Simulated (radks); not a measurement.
Coulomb parameter of the 4f shell of the europium ion Eu+ in the model configuration [Xe] 4f6 6s1 6p1, as a second difference U = [E(n + 0.5) + E(n - 0.5) - 2 E(n)] / (0.5)^2 with all orbitals relaxed. "Bare": the charge of the atom changes with n. "Screened": the 6p shell takes up the change at fixed total charge, which measures U(4f,4f) + U(6p,6p) - 2 U(4f,6p). Method: scalar-relativistic Kohn-Sham, BLYP, spin-unpolarised, spherical densities, finite nucleus; Fermi nuclear charge, rms radius 5.1115 fm; computed with a radial shooting solver on a logarithmic mesh with Libxc functionals.

case,configuration,E - E(n) (eV)
start,[Xe] 4f6 6s1 6p1,0.000
bare +0.5,[Xe] 4f6.5 6s1 6p1,-7.054
bare -0.5,[Xe] 4f5.5 6s1 6p1,11.051
screened +0.5,[Xe] 4f6.5 6s1 6p0.5,-4.554
screened -0.5,[Xe] 4f5.5 6s1 6p1.5,6.726

U(bare) = 15.989 eV, U(screened by 6p) = 8.686 eV, against the Slater integral F0(4f,4f) = 28.694 eV with frozen orbitals.
